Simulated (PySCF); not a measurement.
H5InO2Si, SMILES [OH][In]([OH])[SiH3].

The structure is a stationary point at PBE0-D3(BJ)/def2-SVP. The structure was generated by enumeration; whether it is a known compound was not checked. The def2 effective core potentials stand for the cores of In; spin–orbit coupling is left out. The values are those of a single conformer.

Calculation: TDDFT-PBE/def2-SVPD in PySCF.

Vertical excitations. Gas-phase values at a fixed geometry.

Computed UV-visible absorptions:
```
state  energy (eV)  λ (nm)      f                                                main pairs
-----  -----------  ------  -----  --------------------------------------------------------
S1            4.58     271  0.000                                            HOMO→LUMO 98 %
S2            4.72     262  0.000                        HOMO→LUMO+1 71 %, HOMO−1→LUMO 29 %
S3            4.89     254  0.000                                        HOMO−1→LUMO+1 98 %
S4            5.06     245  0.023                                          HOMO−2→LUMO 97 %
S5            5.26     236  0.000                      HOMO−2→LUMO+1 79 %, HOMO−3→LUMO 18 %
S6            5.50     225  0.026                                        HOMO−3→LUMO+1 93 %
S7            5.54     224  0.135                        HOMO−1→LUMO 64 %, HOMO→LUMO+1 25 %
S8            5.79     214  0.018                                          HOMO→LUMO+2 96 %
S9            5.89     211  0.237  HOMO−3→LUMO 50 %, HOMO−1→LUMO+2 30 %, HOMO−2→LUMO+1 11 %
S10           6.18     201  0.215                      HOMO−1→LUMO+2 69 %, HOMO−3→LUMO 20 %
T1            4.31     288      0                                            HOMO→LUMO 96 %
T2            4.35     285      0                                          HOMO→LUMO+1 91 %
T3            4.53     274      0                                          HOMO−1→LUMO 90 %
T4            4.72     263      0                      HOMO−2→LUMO 84 %, HOMO−2→LUMO+1 14 %
```
Triplets are in the Tamm–Dancoff approximation, which puts them higher than full response would, so one can lie above its singlet here.
